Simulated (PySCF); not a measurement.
FMg, charge +1, singlet, at a GFN2-xTB geometry (such geometries of metal compounds can be far from the true shape); PySCF with HF/6-31G**.

Input for PySCF:
```python
from pyscf import gto, scf

mol = gto.M(
    atom='''
Mg   -0.00000000   -0.00000000   -0.74597931
F     0.00000000    0.00000000    0.99463908
''',
    basis='6-31g**',
    charge=1,
    verbose=4,
)

mf = scf.RHF(mol)
mf.kernel()
```

The log (banner, timings and long lists left out):

```
PySCF version 2.14.0

[INPUT] verbose = 4
[INPUT] num. atoms = 2
[INPUT] num. electrons = 20
[INPUT] charge = 1
[INPUT] spin (= nelec alpha-beta = 2S) = 0
[INPUT] symmetry False subgroup None
[INPUT] Mole.unit = angstrom
[INPUT] Symbol           X                Y                Z      unit          X                Y                Z       unit  Magmom
[INPUT]  1 Mg     0.000000000000   0.000000000000  -0.745979310000 AA    0.000000000000   0.000000000000  -1.409696590492 Bohr   0.0
[INPUT]  2 F      0.000000000000   0.000000000000   0.994639080000 AA    0.000000000000   0.000000000000   1.879595453989 Bohr   0.0

nuclear repulsion = 32.8338130331715
number of shells = 14
number of NR pGTOs = 78
number of NR cGTOs = 32
basis = 6-31g**
ecp = {}

******** <class 'pyscf.scf.hf.RHF'> ********
method = RHF
initial guess = minao
damping factor = 0
level_shift factor = 0
DIIS = <class 'pyscf.scf.diis.CDIIS'>
diis_start_cycle = 1
diis_space = 8
diis_damp = 0
SCF conv_tol = 1e-09
SCF conv_tol_grad = None
SCF max_cycles = 50
direct_scf = True
direct_scf_tol = 1e-13
Set gradient conv threshold to 3.16228e-05
Initial guess from minao.
init E= -298.890364810135
  HOMO = -0.677164438759245  LUMO = -0.191700614930286  gap/eV = 13.21014
cycle= 1 E= -298.739617981686  delta_E= 0.151  |g|= 0.567  |ddm|= 1.35
  HOMO = -0.605723537449118  LUMO = -0.287459599621643  gap/eV = 8.66040
cycle= 2 E= -298.774121319573  delta_E= -0.0345  |g|= 0.415  |ddm|= 0.595
  HOMO = -0.740767564058778  LUMO = -0.282008634888377  gap/eV = 12.48347
cycle= 3 E= -298.800483466161  delta_E= -0.0264  |g|= 0.0177  |ddm|= 0.214
  HOMO = -0.738494168785839  LUMO = -0.27906714381462  gap/eV = 12.50165
cycle= 4 E= -298.800654701366  delta_E= -0.000171  |g|= 0.0044  |ddm|= 0.0281
  HOMO = -0.738778498472942  LUMO = -0.278931077302176  gap/eV = 12.51309
cycle= 5 E= -298.80067110796  delta_E= -1.64e-05  |g|= 0.0012  |ddm|= 0.00875
  HOMO = -0.73839815796157  LUMO = -0.278985716526412  gap/eV = 12.50125
cycle= 6 E= -298.800672827915  delta_E= -1.72e-06  |g|= 0.000427  |ddm|= 0.00327
  HOMO = -0.73823034608442  LUMO = -0.279025666677379  gap/eV = 12.49560
cycle= 7 E= -298.800673010565  delta_E= -1.83e-07  |g|= 5.68e-05  |ddm|= 0.0013
  HOMO = -0.738231751285078  LUMO = -0.279027191022218  gap/eV = 12.49559
cycle= 8 E= -298.800673012819  delta_E= -2.25e-09  |g|= 4.68e-06  |ddm|= 0.000128
  HOMO = -0.738231800374961  LUMO = -0.279027211499528  gap/eV = 12.49559
cycle= 9 E= -298.800673012837  delta_E= -1.82e-11  |g|= 8.13e-07  |ddm|= 1.27e-05
  HOMO = -0.738232063056155  LUMO = -0.279027204101494  gap/eV = 12.49560
Extra cycle  E= -298.800673012837  delta_E= -2.27e-13  |g|= 4.55e-07  |ddm|= 9.08e-07
converged SCF energy = -298.800673012837
```
